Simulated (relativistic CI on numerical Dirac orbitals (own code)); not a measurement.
Slater and spin-orbit integrals, Tm³⁴⁺

Computed by Dirac-Coulomb-Breit CI, orbitals from a KLI potential per configuration, a model potential for QED, unscaled Slater integrals (own radial code, finite nucleus).

Slater integrals F^k, G^k are unscaled and averaged over j, outside the closed core [Ar] 3d10; ζ comes from projecting the Hamiltonian with its Breit term on Σ l·s of the shell.

- 4s2 4p5: ζ(4p) = 341820 cm⁻¹; <r>(4p) = 0.4585, <r^2>(4p) = 0.2377 (bohr units).
- 4s2 4p4 4d: F^2(4p,4p) = 223210, ζ(4p) = 342350, F^2(4p,4d) = 219400, G^1(4p,4d) = 272140, G^3(4p,4d) = 174580, ζ(4d) = 42874 cm⁻¹; <r>(4p) = 0.4585, <r^2>(4p) = 0.2378, <r>(4d) = 0.4593, <r^2>(4d) = 0.241 (bohr units).
- 4s 4p5 4d: G^1(4s,4p) = 292210, ζ(4p) = 342110, G^2(4s,4d) = 215620, F^2(4p,4d) = 219350, G^1(4p,4d) = 272090, G^3(4p,4d) = 174540, ζ(4d) = 43116 cm⁻¹; <r>(4s) = 0.4471, <r^2>(4s) = 0.2247, <r>(4p) = 0.4586, <r^2>(4p) = 0.2379, <r>(4d) = 0.4594, <r^2>(4d) = 0.2411 (bohr units).

Averages of the first 10 configurations, taken without configuration mixing, which lowers the lowest level and can move excited configurations by several eV; other configurations of the list can lie among them:

```json
{"Configuration": "4s2 4p5", "Parity": "odd", "States": "6", "Average energy above the lowest level (eV)": "22.8"}
{"Configuration": "4s 4p6", "Parity": "even", "States": "2", "Average energy above the lowest level (eV)": "164.7"}
{"Configuration": "4s2 4p4 4d", "Parity": "even", "States": "150", "Average energy above the lowest level (eV)": "192.2"}
{"Configuration": "4s 4p5 4d", "Parity": "odd", "States": "120", "Average energy above the lowest level (eV)": "329.7"}
{"Configuration": "4s2 4p4 4f", "Parity": "odd", "States": "210", "Average energy above the lowest level (eV)": "363.6"}
{"Configuration": "4s 4p5 4f", "Parity": "even", "States": "168", "Average energy above the lowest level (eV)": "501.3"}
{"Configuration": "4p6 4d", "Parity": "even", "States": "10", "Average energy above the lowest level (eV)": "477.1"}
{"Configuration": "4s 4p4 4d2", "Parity": "even", "States": "1350", "Average energy above the lowest level (eV)": "497.6"}
{"Configuration": "4s2 4p3 4d 4f", "Parity": "even", "States": "2800", "Average energy above the lowest level (eV)": "533.6"}
{"Configuration": "4p6 4f", "Parity": "odd", "States": "14", "Average energy above the lowest level (eV)": "649.1"}
```
